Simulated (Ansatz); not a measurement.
Basis-set extrapolation for C7H14O (`CCC(C)(C)C(C)=O`) (PBE0-D4/def2-TZVP geometry, frozen core, Ansatz). Multiplicity 1, RHF reference.

|  | def2-TZVPP | def2-QZVPP |
| --- | --- | --- |
| HF | -348.228115 | -348.244138 |
| MP2 correlation | -1.447067 | -1.540586 |
| CCSD(T) correlation | -1.577826 | not run |

Energies in hartree. Use E(X) = E(∞) + A·exp(−7.88·√X) for Hartree–Fock and E(X) = E(∞) + B·X^(−2.97) for correlation, with X = 3 and 4, and add CCSD(T) minus MP2 of the smaller set to the MP2 limit.

Question: What is the CCSD(T) energy at the basis-set limit?

Answer: HF limit: -348.244138 + (-0.016023) × 0.13774 = -348.24635. MP2 limit: -1.540586 + (-0.093519) × 0.74074 = -1.60986. Higher-order term: -1.577826 − (-1.447067) = -0.13076. Total: -349.98697 hartree, 475.3 kJ/mol below CCSD(T)/def2-TZVPP.
